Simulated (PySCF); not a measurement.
Exact simulation of a proton spin system

Molecule: SMILES c1c(F)ccc(F)c1, C6H4F2.

Geometry:
| atom | x (Å) | y (Å) | z (Å) |
| --- | --- | --- | --- |
| F1 | -2.705 | -0.332 | -0.252 |
| C2 | -1.389 | -0.173 | -0.123 |
| C3 | -0.571 | -1.295 | -0.054 |
| C4 | 0.805 | -1.127 | 0.079 |
| C5 | 1.330 | 0.159 | 0.139 |
| F6 | 2.646 | 0.319 | 0.268 |
| C7 | 0.513 | 1.281 | 0.070 |
| C8 | -0.864 | 1.113 | -0.063 |
| H9 | -1.021 | -2.288 | -0.104 |
| H10 | 1.478 | -1.984 | 0.136 |
| H11 | 0.962 | 2.274 | 0.120 |
| H12 | -1.537 | 1.970 | -0.120 |

Computed data (PySCF 2.14.0 with density-fitted response routines): σ from GIAO-PBE0/pcSseg-1, J: B3LYP/pcJ-1 (spin–dipole term only in couplings to heteroatoms), PBE0-D3(BJ)/def2-SVP structure. Non-relativistic Hamiltonian, rapidly exchanging positions averaged, one conformer, isolated molecule.

δ = σ(ref) − σ, references computed at the same level: $^{1}$H vs TMS.

Shifts (ppm): F1/F6 -118.5, H9/H10/H11/H12 7.12.
Couplings (Hz): F1–F6: 25.0; F1–H9, F1–H12, F6–H10, F6–H11: 7.9; F1–H10, F1–H11, F6–H9, F6–H12: 3.8; H9–H10, H11–H12: 10.1; H9–H11, H10–H12: 0.3; H9–H12, H10–H11: 3.0.

The 6-spin Hamiltonian (Zeeman plus full scalar coupling among like nuclei) was diagonalised exactly; lines are Lorentzian, 0.4 Hz wide, and the maxima above 3 % are listed with the tallest set to 100.

Problem. Give the $^{1}$H peak list of this spin system at 100 MHz.

Solution. 
δ in ppm (height): 7.179 (79), 7.120 (100), 7.062 (79)

Problem. And at 700 MHz?

Solution. 
Hz from δ = 0 (height): 4989.9 (79), 4984.0 (100), 4978.2 (79)
